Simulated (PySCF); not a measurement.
C₅H₄F₂, SMILES C(F)(/C=C\F)=C=C.

The structure is a stationary point at PBE0-D3(BJ)/def2-SVP. The structure was generated by enumeration; whether it is a known compound was not checked. The values are those of a single conformer.

These are TDDFT-PBE/def2-SVPD in PySCF 2.14.0 values and carry that method's errors.

Vertical excitations. The molecule is in vacuum. State labels are in the subgroup Cs.

Computed lowest excited states:
```csv
state,symmetry,energy (eV),λ (nm),f,main pairs
S1,A",4.07,305,0.000,HOMO→LUMO+1 100 %
S2,A',4.98,249,0.307,HOMO→LUMO 95 %
S3,A",5.31,233,0.000,HOMO−1→LUMO 99 %
S4,A",5.71,217,0.004,HOMO→LUMO+2 100 %
S5,A",5.97,208,0.000,HOMO−2→LUMO+1 100 %
S6,A',6.13,202,0.068,"HOMO−2→LUMO 68 %, HOMO→LUMO+4 27 %"
S7,A",6.18,201,0.001,HOMO→LUMO+3 100 %
S8,A",6.85,181,0.002,HOMO→LUMO+5 99 %
S9,A',6.93,179,0.146,HOMO−1→LUMO+1 68 %
S10,A",7.06,176,0.000,HOMO−3→LUMO 99 %
T1,A',3.04,407,0,HOMO→LUMO 98 %
T2,A",3.74,331,0,HOMO→LUMO+1 99 %
T3,A',4.48,277,0,HOMO−1→LUMO+1 97 %
T4,A',5.01,247,0,HOMO−2→LUMO 86 %
```
Triplets are in the Tamm–Dancoff approximation, which puts them higher than full response would, so one can lie above its singlet here.
